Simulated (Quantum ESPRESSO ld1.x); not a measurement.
Problem. The mean radii <r> (bohr) of the occupied orbitals of an atom or ion are listed with their occupations. Method: scalar-relativistic Kohn-Sham, LDA (Slater exchange, Perdew-Wang correlation), spin-polarised, spherical densities, point nucleus; computed with ld1.x of Quantum ESPRESSO 7.5.

| orbital | occ. | <r> |
|---|---|---|
| 1s up | 1 | 0.06101 |
| 1s down | 1 | 0.06101 |
| 2s up | 1 | 0.2804 |
| 2s down | 1 | 0.2799 |
| 2p up | 3 | 0.2477 |
| 2p down | 3 | 0.2471 |
| 3s up | 1 | 0.8530 |
| 3s down | 1 | 0.8561 |
| 3p up | 3 | 0.9045 |
| 3p down | 3 | 0.9099 |
| 3d up | 5 | 1.169 |
| 4s up | 1 | 2.725 |

Name the element and its charge. Open shells, if any, are filled with parallel spins first.

Solution. Z = 25, manganese, charge +1: Mn+ in [Ar] 3d5 4s1. The 1s radius gives Z: for a bare nucleus <r> = (2 gamma + 1)/(2Z) with gamma = sqrt(1 - (Z/c)^2), 0.05933 bohr for Z = 25, and screening makes it slightly larger (0.06101 here). The occupations add up to 24, and the charge is Z minus that.
